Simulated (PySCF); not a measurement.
# How methods differ on the interval between two levels of Ge⁺

Ge⁺ [Ar] 3d10 4s2 4p1 [2P3/2, M_J = 3/2] → Ge⁺ [Ar] 3d10 4s2 5s1 [2S1/2, M_J = 1/2], as a difference of total energies. All numbers are calculated (PySCF 2.14, the two-component X2C-1e Hamiltonian, in x2c-SVPall-2c with one added diffuse shell each of s, p, d type (6s7p4d, 47 functions)). Correlated levels: [Ne] frozen. "Screened" scales the spin-orbit matrix elements by Boettger's factors to mimic the two-electron term; Breit and QED terms are absent.

```csv
method,interval between two levels (cm⁻¹)
GHF (spin-free),59439
GMP2 (spin-free),60639
GHF (screened spin-orbit),58840
GMP2 (screened spin-orbit),60037
```

The spin-free rows lack the spin-orbit shift.

Errors of the correlated levels include the incompleteness of this basis and the frozen core.

For comparison: 60636 cm⁻¹ (measured; NIST Handbook of Basic Atomic Spectroscopic Data (Sansonetti and Martin, J. Phys. Chem. Ref. Data 34, 1559 (2005))).
